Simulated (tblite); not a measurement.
C6H2Cl2O2S.
Atom-mapped SMILES: `[O:1]=[C:2]([Cl:3])[c:4]1[cH:5][cH:6][c:7]([C:8](=[O:9])[Cl:10])[s:11]1` (hydrogens: H12 on C5; H13 on C6)

Structure optimised with GFN2-xTB, isolated species.

(1) Give the optimised bond lengths and angles.

Results:

(1) 
```csv
bond,length (Å)
"O1=C2, C8=O9",1.189
"C2–Cl3, C8–Cl10",1.771
"C2–C4, C7–C8",1.447
"C4–C5, C6–C7",1.383
C5–C6,1.392
"C4–S11, C7–S11",1.725
"C5–H12, C6–H13",1.075
```

Bonds in one row agree within 0.01 Å and their mean is given. A selection of angles:
```csv
angle,degrees
O1–C2–Cl3,120.2
O1–C2–C4,127.3
Cl3–C2–C4,112.5
C2–C4–C5,129.8
C2–C4–S11,118.0
C5–C4–S11,112.2
C4–C5–C6,112.5
C5–C6–C7,112.5
C6–C7–C8,124.9
C8–C7–S11,122.7
O9–C8–Cl10,120.8
C4–S11–C7,90.5
```

Dihedral angles: O1–C2–C4–C5 180° (antiperiplanar); C6–C7–C8–O9 -1° (synperiplanar).

Of the pairs four or more bonds apart, Cl3···H12 is among the closest relative to their van der Waals radii: 2.73 Å, 93 % of the sum of Bondi's values. S11 (thiophene-type sulfur) is bent (angle 90.5°). The C–C distances run from 1.382 Å (C4–C5, aromatic) to 1.448 Å (C7–C8, drawn single), a spread of 0.066 Å. The 5-membered ring C4–C5–C6–C7–S11 has internal angles of 90.5° to 112.5° (sum 540°, against 540° for a flat polygon); it is planar, 0.00 Å rms from its mean plane, widest ring torsion 0°. The 11 heavy atoms lie in one plane (0.007 Å rms).

Point group: Cs (every atom within 0.08 Å of its image). Its GFN2-xTB frequencies are all real (lowest 33 cm⁻¹). One conformer, not necessarily the lowest. 3 starts were optimised and ended at 0.00, 0.29 and 0.29 kcal/mol (GFN2-xTB); the lowest of these is shown.

All values are computed, not measured.
